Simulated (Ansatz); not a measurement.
Cost and result for the atomization energy of C2H13GaSi3 (`[SiH3]CC[SiH2][SiH2][GaH2]`) (19 atoms, 18 bonds).

```xyz
19

Si    0.7660   -0.7207    1.6904
C    -1.0062   -0.6700    1.0930
C    -1.5557    0.7224    0.7608
Si   -0.5780    1.7263   -0.5134
Si    0.1809    0.3619   -2.2537
Ga    1.7112   -1.2324   -1.2825
H     1.7254   -0.3831    0.5596
H     1.0455    0.3322    2.7011
H     1.1625   -2.0502    2.2091
H    -1.6163   -1.1466    1.8698
H    -1.0710   -1.3310    0.2217
H    -1.6200    1.3303    1.6699
H    -2.5808    0.6307    0.3865
H    -1.4209    2.8714   -0.9594
H     0.6325    2.2979    0.1510
H     0.8215    1.2216   -3.2901
H    -0.9933   -0.3092   -2.8872
H     3.2688   -1.0472   -1.3628
H     1.1281   -2.6044   -0.7639
```

Total charge 0; spin multiplicity 1. Correlated methods include outer-core shells of Ga, which these sets cover unevenly. Scalar relativity is left out up to krypton. All single points use the PBE0-D4/def2-TZVP geometry. It is one conformer, not always the lowest. Program: Ansatz. All runs use 2 threads of an AMD EPYC 7R13 on a shared host and a share of an NVIDIA H100 80 GB. Times are those of one run each, without the atoms' runs, and a repeat can differ threefold. Electronic energies, without spin–orbit coupling; frozen cores. CCSD(T)/CBS adds CCSD(T) − MP2 in def2-TZVPP to the MP2 limit, and its time is that of the two runs behind it. T1 = 0.013. With those shells the extrapolation isn't a true limit. B3LYP takes the VWN-RPA correlation (the form of Gaussian; ORCA's B3LYP/G).

CCSD(T)/CBS is a level of theory with its own doubt, some kJ/mol a heavy atom from the limit and from the frozen cores, so smaller differences don't rank the functionals.

```csv
level,functions,wall time,atomization (kcal/mol),difference from CCSD(T)/CBS,per bond
revPBE-D4/def2-TZVPP,418,2.2 s,1411.9,-26.6,-1.5
LDA (SPW92)/def2-TZVPP,418,2.4 s,1599.4,160.9,8.9
CCSD(T)/def2-SVP,179,2.6 s,1357.4,-81.1,-4.5
PBE-D4/def2-TZVPP (with forces),418,2.6 s,1432.7,-5.8,-0.3
B97M-V/def2-TZVPP,418,3.6 s,1446.2,7.7,0.4
r2SCAN-D4/def2-TZVPP (with forces),418,3.8 s,1439.5,1.0,0.1
PBE-QIDH/def2-TZVPP,418,3.9 s,1426.1,-12.4,-0.7
B2PLYP/def2-TZVPP,418,4.7 s,1411.0,-27.5,-1.5
B3LYP-D4/def2-TZVPP (with forces),418,5.5 s,1433.1,-5.4,-0.3
ωB97X-V/def2-TZVPP,418,5.5 s,1446.6,8.1,0.4
MP2/def2-QZVPP,803,12 s,1419.4,-19.1,-1.1
CCSD(T)/def2-TZVPP,418,22 s,1407.9,-30.6,-1.7
CCSD(T)/CBS(def2),–,34 s,1438.5,0.0,0.0
```

From PBE to PBE0 (25 % exact exchange), in def2-TZVPP and without D4, the atomization energy moves by −0.8 kcal/mol: exact exchange takes away binding that semilocal exchange gives to molecules. The D4 term adds +23.6 kcal/mol with B3LYP and +12.7 kcal/mol with PBE0; it sums over pairs of atoms, weighted by their polarisabilities, and B3LYP, whose exchange is more repulsive, gets the larger term. At CCSD(T), def2-SVP lies −81.1 kcal/mol from the extrapolated value and def2-TZVPP −30.6 kcal/mol: correlation converges slowly with the basis, and small sets miss more of it in the bonded molecule than in its fragments.
